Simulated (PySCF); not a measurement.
nitrogen atom (N), quartet. Base run: M062X/cc-pVDZ (PySCF).

Here is a job for PySCF.
```python
from pyscf import gto, scf, dft, solvent

mol = gto.M(
    atom='''
N     0.00000000    0.00000000    0.00000000
''',
    basis='cc-pvdz',
    spin=3,
    verbose=4,
)

mf = dft.UKS(mol)
mf.xc = 'm062x'
mf.kernel()
```

The base run was repeated with changes; each row names its change, and settings that it needs were set with it.

```
change                                                            ΔE vs base (kcal/mol)
----------------------------------------------------------------  ---------------------
base                                                                              0.000
model = IEF-PCM; solvent = dimethylsulfoxide; vdw_scale = 1.0                    -0.038
model = COSMO; solvent = dimethylsulfoxide                                       -0.001
model = IEF-PCM; solvent = dimethylsulfoxide; r_probe = 0.5                       0.000
model = IEF-PCM; solvent = toluene                                               -0.001
model = IEF-PCM; solvent = dimethylsulfoxide; vdw_scale = 1.1                    -0.007
model = IEF-PCM; solvent = tetrahydrofuran                                       -0.001
model = IEF-PCM; solvent = acetonitrile                                          -0.001
model = IEF-PCM; solvent = dimethylsulfoxide; lebedev_order = 41                 -0.001
model = C-PCM; solvent = dimethylsulfoxide                                       -0.001
model = IEF-PCM; solvent = dimethylsulfoxide; vdw_scale = 1.4                     0.000
model = IEF-PCM; solvent = dimethylsulfoxide                                     -0.001
```

The base is the gas phase, so ΔE is the electrostatic part of solvation at a fixed geometry, without cavity and dispersion terms.

Open shells are given as the SCF converged; they aren't shown to be the lowest states, and a large step between rows can be another state.
